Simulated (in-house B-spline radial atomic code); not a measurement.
Values are calculated unless marked as measured or tabulated.
Quantum size effects in thin Sr films (stabilised jellium)

The positive ions are smeared into a uniform slab; the electrons are solved self-consistently in the LDA (PW92) on a fine grid across the film. Stabilised jellium adds, inside the slab, the constant potential −n de/dn that makes the bulk stable at the metal's density. No lattice, so no dependence on crystal face. Atomic units unless named. The table is for the stabilised model.

Sr: 2 valence electrons per atom, density 2.64 g/cm³, mass 87.62 u, so r_s = 3.54 bohr.

```
thickness (nm)  in Fermi wavelengths  filled subbands  work function (eV)  surface energy (J/m²)
         0.613                 1.000                2               3.095                  0.228
         0.690                 1.125                3               3.113                  0.251
         0.767                 1.250                3               3.278                  0.253
         0.844                 1.375                3               3.261                  0.240
         0.920                 1.500                3               3.139                  0.234
         0.996                 1.625                4               3.133                  0.248
         1.073                 1.750                4               3.244                  0.249
         1.150                 1.875                4               3.237                  0.241
         1.227                 2.000                4               3.158                  0.237
         1.303                 2.125                5               3.147                  0.246
         1.380                 2.250                5               3.226                  0.247
         1.457                 2.375                5               3.224                  0.241
         1.533                 2.500                5               3.168                  0.239
```

**Question.** At what steps in thickness do new subbands fill, and why?

**Answer.** λ_F = 2π/k_F = 11.590 bohr = 0.613 nm. New subbands appear by 1.125, 1.625, 2.125 λ_F, each within the grid step of 1/8 λ_F; the true step is half a wavelength (0.307 nm), since a level crosses E_F each time one more half wave at k_F fits across the film.

**Question.** How large is the oscillation of the work function here?

**Answer.** It runs from 3.095 to 3.278 eV over the table, 0.18 eV within the first four rows and 0.08 eV within the last four, about a thick-film value of 3.19 eV. The grid can skip the cusp where a subband opens, so the true swing can be larger; measurement on the bulk metal gives about 2.59 eV.

**Question.** The film of 24.63 bohr has subband bottoms at -6.996, -6.509, -5.701, -4.595, -3.264 eV, measured from the vacuum level. Show that these levels and neutrality give the work function in the table.

**Answer.** Each subband holds (E_F − ε_j)/π electrons per bohr², spin included. Neutrality needs n L = 0.0053815 × 24.63 = 0.13255, and π n L × 27.2114 = 11.331 eV. So E_F = (π n L + Σ ε_j)/5 = (11.331 + (-27.065))/5 = -3.147 eV, and the work function is 3.147 eV.
